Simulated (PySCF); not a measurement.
Level of theory: B3LYP-D3(BJ)/def2-TZVP run with PySCF. All species are isolated molecules in the gas phase. One relaxed conformer stands for a flexible species; it need not be the lowest. B3LYP has the VWN-RPA correlation part, as in Gaussian. Delta-SCF ions had no search for a lower state. 

Reference species (SMILES): `N=BCN` (N–B–C–N torsion 0°, B–C–N–H torsion -58°) (neutral, multiplicity 1).

```yaml
vertical ionisation energy (Delta-SCF): 9.46 eV
HOMO: -6.82 eV
HOMO–LUMO gap: 6.98 eV
LUMO: 0.16 eV
```

Changed species: `[H]/N=C\BN` (N–C–B–N torsion -180°, C–B–N–H torsion 0°).

### Question
What does the change do to the vertical ionisation energy (Delta-SCF), HOMO, HOMO–LUMO gap and LUMO?

### Answer
the vertical ionisation energy (Delta-SCF) rises by 0.11 eV, to 9.57 eV; the HOMO drops by 0.10 eV, to -6.92 eV; the HOMO–LUMO gap decreases by 1.57 eV, to 5.41 eV; the LUMO falls by 1.68 eV, to -1.52 eV.
